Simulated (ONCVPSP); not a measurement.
An all-electron radial function and its pseudo partner (arsenic (As))

Columns: radius, all-electron u(r) and pseudo u(r) of the 3d shell (level -40.65 eV) of arsenic in the configuration [Ne] 3s2 3p6 3d10 4s2 4p3; PBE, scalar-relativistic, ONCV scheme, ONCVPSP 4.0.1.

```tsv
r (bohr)	all-electron	pseudo
0.055	0.0496	0.0094
0.110	0.2311	0.0690
0.165	0.4797	0.2080
0.220	0.7227	0.4252
0.275	0.9216	0.6897
0.330	1.0648	0.9518
0.385	1.1537	1.1619
0.440	1.1961	1.2895
0.495	1.2018	1.3297
0.550	1.1805	1.2984
0.605	1.1407	1.2222
0.660	1.0887	1.1297
0.715	1.0293	1.0429
0.770	0.9662	0.9685
0.825	0.9019	0.9018
0.880	0.8380	0.8378
0.935	0.7759	0.7758
0.990	0.7163	0.7162
1.045	0.6597	0.6596
1.100	0.6064	0.6063
1.155	0.5565	0.5564
1.210	0.5101	0.5100
1.265	0.4670	0.4669
1.320	0.4272	0.4271
1.375	0.3905	0.3904
1.430	0.3567	0.3566
```

**Question.** How many radial nodes do the two functions have?

**Answer.** The all-electron 3d function has n − l − 1 = 0; the pseudo-wave has 0.

**Question.** At about which radius was the pseudo-wave matched?

**Answer.** 0.90 bohr. The columns agree to 0.0005 from 0.82 bohr on; several derivatives are matched, so the curves merge somewhat inside the radius.

**Question.** Is the pseudo-wave norm-conserving?

**Answer.** Yes: the ONCV scheme keeps the norm inside the radius equal to the all-electron one, which fixes the energy derivative of the logarithmic derivative at the level.
